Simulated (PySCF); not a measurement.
GaHFBr, SMILES [F][GaH][Br].

Geometry optimised at r2SCAN-D4/def2-TZVP.

These are IEF-PCM-M06-2X/def2-SVP in PySCF 2.14.0 values and carry that method's errors.

The values are the electrostatic part of the solvation free energy, E(continuum) − E(gas) at the gas-phase geometry, in a cavity of scaled van der Waals radii (PySCF's table); cavitation and dispersion terms are not included. A continuum can't describe solvent molecules that bind to the metal. In vacuum the orbital gap is 8.93 eV. The dipole moment in vacuum is 2.07 D.

```tsv
solvent	ε	ΔG(elec) (kcal/mol)	dipole (D)	gap (eV)
water	78.36	-6.5	2.61	9.41
ethanol	24.85	-6.2	2.59	9.39
acetone	20.49	-6.1	2.58	9.38
```
